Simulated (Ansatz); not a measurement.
Geometry optimisation, Ansatz 0.2.0, RKS BLYP/def2-SVP.

Input file:

```yaml
crystal:
  periodic: [false, false, false]
  atoms:
    - { symbol: F, position_ang: [-0.989, -2.5446, -0.1414] }
    - { symbol: C, position_ang: [-0.3112, -1.406, 0.2006] }
    - { symbol: Si, position_ang: [-0.3525, -0.188, -1.2266] }
    - { symbol: O, position_ang: [0.8191, 0.983, -1.1247] }
    - { symbol: Si, position_ang: [1.0602, 1.8386, 0.1346] }
    - { symbol: H, position_ang: [0.7048, -1.7288, 0.4326] }
    - { symbol: H, position_ang: [-0.7287, -0.9829, 1.1109] }
    - { symbol: H, position_ang: [-1.6286, 0.4456, -1.3652] }
    - { symbol: H, position_ang: [2.53447, 1.91756, 0.48392] }
    - { symbol: H, position_ang: [0.5801, 3.26274, 0.07104] }
basis:
  gaussian: { orbitals: def2-SVP }
hamiltonian:
  xc: blyp
relax:
  f_tol: 0.015
  max_steps: 40
output:
  orbitals: {}
```

Run as:

```bash
$ ansatz run input.yaml --threads 2 --pin off --max-ram 3072MiB --backend cpu --events-out ev --progress --plain --runs-dir out
```

Question: Where does it end, and by what steps?

Answer: It converged. After 13 steps the energy has fallen by 2.671 eV; Si3 moved furthest, 0.91 Å. Joined: Si3–Si5.

| step | energy less start (eV) | largest force component (eV/Å) | accepted |
| --- | --- | --- | --- |
| 0 | 0.0000 | 5.272 | yes |
| 1 | -0.5722 | 3.382 | yes |
| 2 | -0.9766 | 0.901 | yes |
| 3 | -1.2230 | 1.227 | yes |
| 4 | -1.5716 | 1.235 | yes |
| 5 | -1.9411 | 1.179 | yes |
| 6 | -2.3124 | 0.681 | yes |
| 7 | -2.5131 | 0.441 | yes |
| 8 | -2.6216 | 0.437 | yes |
| 9 | -2.6496 | 0.234 | yes |
| 10 | -2.6682 | 0.125 | yes |
| 11 | -2.6707 | 0.060 | yes |
| 12 | -2.6712 | 0.016 | yes |
| 13 | -2.6713 | 0.015 | yes |

```xyz
10
Properties=species:S:1:pos:R:3
F -0.782 -2.403 -0.649
C -0.309 -1.464 0.286
Si -0.422 0.296 -0.462
O 0.967 0.799 -1.380
Si 1.033 1.955 -0.073
H 0.745 -1.705 0.551
H -0.919 -1.540 1.216
H -1.723 0.445 -1.190
H 2.260 1.837 0.781
H 0.839 3.377 -0.504
```

The run took 38 s on 2 threads of Arm Neoverse V1, with other jobs on the host, peak memory 0.19 GiB.
